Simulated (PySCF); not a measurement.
SMILES CCCB(O)O (GFN2-xTB optimised geometry):

```
15

C      1.775    -2.103     0.052
C      1.202    -0.692     0.000
C     -0.327    -0.692     0.000
B     -0.988     0.767     0.000
O     -2.329     0.966    -0.167
O     -0.216     1.855     0.182
H      1.447    -2.616     0.953
H      2.863    -2.076     0.050
H      1.446    -2.682    -0.809
H      1.558    -0.184    -0.898
H      1.556    -0.118     0.858
H     -0.675    -1.239     0.882
H     -0.680    -1.262    -0.865
H     -2.863     0.185    -0.295
H     -0.701     2.682     0.175
```

Method: PySCF with PBE0/def2-TZVP.

Question: What are the frontier orbital energies and the dipole moment?

Answer: HOMO-2 -9.23 eV, HOMO-1 -9.02 eV, HOMO -8.44 eV, LUMO 0.75 eV, LUMO+1 1.48 eV; dipole moment 1.32 D.

Meta-Löwdin charges at PBE0/def2-TZVP: C1 -0.34, C2 -0.18, C3 -0.35, B4 0.46, O5 -0.54, O6 -0.52, H7 0.11, H8 0.11, H9 0.11, H10 0.11, H11 0.11, H12 0.12, H13 0.11, H14 0.36, H15 0.35.
